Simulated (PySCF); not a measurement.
**Bond length, frequency and bond energy of MgGa⁺ by level of theory**

State: ¹Σ⁺ (singlet), closed shell. Set-up: basis Mg def2-SVP, Ga def2-SVP; no relativity; PySCF 2.14. De refers to Mg + Ga⁺ in their ground configurations, without counterpoise correction. A positive dipole points towards Ga; it is taken about the centre of mass and depends on that origin.

```csv
Level,Re (Å),ωe (cm⁻¹),De (eV),μ (D)
RHF-MP2,3.161,147,0.82,n/a
RHF-SCS-MP2,3.194,141,0.75,n/a
RHF-CCSD,3.168,145,0.75,n/a
RHF-CCSD(T),3.151,149,0.80,n/a
PBE,3.126,151,1.13,-3.88
r²SCAN,3.096,157,1.15,-4.30
M06-L,3.134,146,1.00,-3.32
PBE0,3.125,154,1.04,-3.95
r²SCAN0,3.104,158,1.06,-4.21
B2PLYP,3.152,147,0.90,-3.69
```

Which functional lies closest to RHF-CCSD(T) in De, which farthest, and by how much do they differ from it?

Closest is B2PLYP (+0.1 pm in Re, -1.3 % in ωe, +0.10 eV in De against RHF-CCSD(T) in the same basis), farthest r²SCAN (-5.5 pm in Re, +5.4 % in ωe, +0.35 eV in De). CCSD(T) converges more slowly with the basis than the functionals do and binds too weakly in this one, so the order can change at the basis-set limit.

What does a quarter of exact exchange do here, going from PBE to PBE0?

PBE0 less PBE: -0.1 pm in Re, +2.0 % in ωe, -0.09 eV in De. Exact exchange removes part of the self-interaction that spreads semilocal densities, and in most molecules shortens and stiffens the bond and lowers De; so it does here.

What does the step from GGA to meta-GGA do here, going from PBE to r²SCAN?

r²SCAN less PBE: -3.0 pm in Re, +4.0 % in ωe, +0.02 eV in De. 

Correlated steps freeze 10 core orbitals. Closed-shell solutions of metal pairs were not tested for spin polarisation, which can lower them a little. Correlated levels converge slowly with the basis: in double zeta they bind strong bonds too weakly, by up to about 1 eV, and carry superposition errors of some tenths. For an ion De counts to the pair picked by the measured ionisation energies or electron affinities, which need not be the lowest pair at this level. B2PLYP dipoles, levels and charges come from its SCF part alone.
